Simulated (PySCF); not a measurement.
**Ir⁵⁹⁺: ionisation energy**

Ir⁵⁹⁺ [Ar] (1S) → Ir⁶⁰⁺ [Ne] 3s2 3p5 (2P), as a difference of total energies. All numbers are calculated (PySCF 2.14, the spin-free X2C one-electron Hamiltonian (Gaussian nucleus), in an uncontracted even-tempered set (17 s from 16 bohr⁻², ratio 2.5; 12 p from 21 bohr⁻², ratio 2.5; 4 d from 86 bohr⁻², ratio 2.7; 4 f from 130 bohr⁻², ratio 2.7)). Correlated levels: outer shells: 1s2 frozen; virtual orbitals above 40 to 60 times the deepest correlated orbital energy dropped. The calculations carry no spin-orbit coupling.

```json
{"method": "UHF", "ionisation energy (eV)": "6448.8"}
{"method": "MP2 (outer shells)", "ionisation energy (eV)": "6450.0"}
{"method": "SCS-MP2 (outer shells)", "ionisation energy (eV)": "6449.8"}
{"method": "CCSD (outer shells)", "ionisation energy (eV)": "6449.9"}
{"method": "CCSD(T) (outer shells)", "ionisation energy (eV)": "6449.9"}
```

A first-order spin-orbit estimate (lowest level to lowest level, LS coupling) adds -129.3 eV.

Breit and QED terms and the two-electron picture change are absent.

For comparison: 6315 ± 7 eV (theoretical estimate listed by NIST; NIST Atomic Spectra Database, ionization energies).
